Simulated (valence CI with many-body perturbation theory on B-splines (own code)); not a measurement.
The numbers below are computed, except where a source is named.
**Eu LI: magnetic and hyperfine properties of the levels**

Method: configuration interaction combined with many-body perturbation theory (CI+MBPT): three valence electrons over a frozen Dirac-Fock core [Ne], radial functions for each j: 11 s, 11 p, 9 d, 7 f, 5 g, 2 h, 1 i, with the one-electron correlation potential Σ1 (screened to all orders), the two-electron term Σ2, the three-electron term Σ3, Breit, model QED; selected single and double excitations, second order for the rest (own B-spline code, finite nucleus).

The last digits are not significant, and no measured levels were compared; by estimate large intervals hold to a few tenths of a per cent, small ones and those within an open d or f shell to about a per cent.

A/g_I is the dipole constant over the nuclear g factor μ/I (μ in nuclear magnetons, uniformly magnetised nucleus), B/Q the quadrupole constant per barn. Both hold the static response of the core; the bare values leave it out. Large factors of s and p1/2 electrons are usually good to 5 to 10 %; those of open d and f shells near neutrality can be off by tens of per cent, and small factors of p3/2, d and f electrons come from cancelling terms and can be off by a factor of two or in sign, in half-filled shells by more. B is blank for J = 1/2, where it vanishes, and for nearly pure S terms. Energies count from the lowest level.

Levels are named by their leading jj configuration (3d3/2^4 stands for four electrons in 3d with j = 3/2), which in mixed levels can hold well under half, so a name can repeat and another be missing. Letters in brackets count levels of one name in rising energy.

```tsv
Level	E (× 10³ cm⁻¹)	g	A/g_I (MHz)	A/g_I bare	B/Q (MHz/b)	B/Q bare
(3s^2 3p1/2) J=1/2	0.00	0.653	909000	890000		
(3s 3p1/2^2) J=1/2	1043.8	2.191	2740000	2680000		
(3s^2 3p3/2) J=3/2	1370.4	1.325	126000	126000	242000	239000
(3s 3p1/2 3p3/2) J=3/2 [a]	2226.4	1.648	670000	658000	196000	193000
(3s 3p1/2 3p3/2) J=5/2	2341.4	1.352	801000	785000	171000	168000
(3s 3p1/2 3p3/2) J=3/2 [b]	2488.7	0.954	54900	56300	146000	144000
(3s 3p1/2 3p3/2) J=1/2	2556.0	1.227	-927000	-900000		
(3s^2 3d3/2) J=3/2	2899.4	0.831	36000	38300	46000	47100
(3s^2 3d5/2) J=5/2	3150.9	1.217	68800	69800	32100	33800
(3p1/2^2 3p3/2) J=3/2	3530.0	1.199	87400	89500	190000	188000
(3s 3p1/2 3d3/2) J=3/2 [a]	3641.7	0.583	-193000	-186000	71800	72000
(3s 3p3/2^2) J=5/2	3697.9	1.403	648000	635000	94300	92900
(3s 3p1/2 3d3/2) J=5/2	3725.8	1.036	746000	731000	5970	7760
(3s 3p1/2 3d3/2) J=1/2	3897.0	0.377	-1110000	-1080000		
(3s 3p1/2 3d3/2) J=3/2 [b]	3923.6	1.307	649000	638000	37400	37300
(3s 3p3/2^2) J=1/2	3929.9	1.888	2830000	2760000		
(3s 3p3/2^2) J=3/2	3975.0	1.197	-406000	-392000	-54800	-53900
(3s 3p1/2 3d5/2) J=5/2 [a]	4044.5	1.350	265000	263000	43100	44700
(3s 3p1/2 3d5/2) J=7/2	4123.3	1.247	540000	530000	-332	2120
(3s 3p1/2 3d5/2) J=5/2 [b]	4196.2	1.049	29600	31600	57400	58400
(3s 3p1/2 3d5/2) J=3/2	4231.5	1.127	-521000	-505000	12800	14100
(3p1/2 3p3/2^2) J=5/2	4864.2	1.153	336000	332000	41800	41400
(3p1/2 3p3/2^2) J=3/2	4896.3	1.385	-13000	-7160	29500	29100
(3p1/2^2 3d3/2) J=3/2	4919.2	0.768	70100	70100	38500	39900
(3p1/2 3p3/2^2) J=1/2	4992.9	0.678	965000	941000		
(3s 3p3/2 3d3/2) J=3/2 [a]	5107.5	1.317	385000	380000	-9220	-10200
(3s 3p3/2 3d3/2) J=1/2 [a]	5117.3	2.264	1270000	1240000		
(3s 3p3/2 3d3/2) J=5/2 [a]	5120.1	1.253	347000	343000	74900	73300
(3s 3p3/2 3d3/2) J=7/2	5145.4	1.266	463000	456000	217000	215000
(3s 3p3/2 3d5/2) J=9/2	5283.9	1.325	370000	365000	298000	296000
(3s 3p3/2 3d3/2) J=3/2 [b]	5311.5	0.992	38700	40800	-132000	-130000
(3p1/2^2 3d5/2) J=5/2	5315.4	1.194	22200	25700	32400	34300
(3s 3p3/2 3d3/2) J=5/2 [b]	5423.1	1.065	34600	37200	111000	110000
(3s 3p3/2 3d5/2) J=5/2 [a]	5443.5	1.220	413000	406000	-71300	-69100
(3s 3p3/2 3d3/2) J=1/2 [b]	5454.1	0.608	373000	366000		
(3s 3p3/2 3d5/2) J=7/2 [a]	5511.0	1.207	199000	197000	206000	205000
(3s 3p3/2 3d5/2) J=3/2 [a]	5520.5	1.164	-172000	-164000	-124000	-123000
(3s 3p3/2 3d5/2) J=7/2 [b]	5627.9	1.197	39400	41700	157000	157000
(3s 3p3/2 3d5/2) J=1/2	5699.3	0.691	-705000	-686000		
(3s 3p3/2 3d5/2) J=3/2 [b]	5762.5	1.303	652000	639000	75500	75600
```

(1) Take the isotope of mass number 151, with I = 5/2, μ = 3.4635 μN and Q = 0.903 b. What is the hyperfine structure of (3s 3p1/2 3p3/2) J=3/2 [a]?

## Answers

(1) From the table A = 928000 MHz, B = 177000 MHz. Shifts from the centre of gravity in MHz: F = 1: -4750000, F = 2: -3030000, F = 3: -329000, F = 4: 3520000.
